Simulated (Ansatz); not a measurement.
`[CH3][Mg][Br]` + H₂ → `[CH3][MgH]` + HBr  (hydrogenolysis of a Mg–Br bond)

Calculated with Ansatz (gas phase, PBE0-D4/def2-TZVP geometries, no zero-point term in ΔE). CCSD(T)/CBS is the MP2 limit (def2-TZVPP, def2-QZVPP) plus CCSD(T) − MP2 in def2-TZVPP, frozen cores. This one scheme is used for every species. DFT in def2-TZVPP. HSE06 is defined as in plane-wave codes. For Br, Mg outer-core shells are correlated without core-valence functions, which leaves a few kJ/mol of doubt a bond. Scalar relativity is left out up to krypton.

`[CH3][Mg][Br]`:

```xyz
6

C    -0.754   -0.383   -0.245
Mg    1.017    0.516    0.330
Br    3.026    1.536    0.982
H    -0.572   -1.325   -0.770
H    -1.329    0.261   -0.916
H    -1.387   -0.605    0.619
```

H₂:

```xyz
2

H     0.022   -0.337   -0.159
H    -0.022    0.337    0.159
```

`[CH3][MgH]`:

Cartesian coordinates in Å:
```
C 0.184 0.647 0.385
Mg -0.311 -1.092 -0.650
H -0.703 1.159 0.771
H 0.715 1.364 -0.251
H 0.833 0.441 1.243
H -0.717 -2.519 -1.499
```

HBr:

```xyz
2

Br    0.206    0.633    0.247
H    -0.206   -0.633   -0.247
```

```
             level  ΔE (kcal/mol)  difference from CCSD(T)/CBS
         revPBE-D4           45.1                         -3.4
          HSE06-D4           46.7                         -1.8
           ωB97X-V           46.6                         -1.9
            B2PLYP           47.4                         -1.1
               PBE           45.3                         -3.2
              BLYP           45.1                         -3.4
             HSE06           46.5                         -2.0
RPA@PBE/def2-TZVPP           43.6                         -4.9
       HF/def2-SVP           46.7                         -1.8
CCSD(T)/def2-TZVPP           46.3                         -2.2
       CCSD(T)/CBS           48.5                            0
```

Largest T1 diagnostic among the species: 0.008.

At CCSD(T), def2-SVP lies −2.1 kcal/mol from the extrapolated value and def2-TZVPP −2.3 kcal/mol. From PBE to PBE0 (25 % exact exchange), in def2-TZVPP and without D4, ΔE moves by +1.2 kcal/mol.
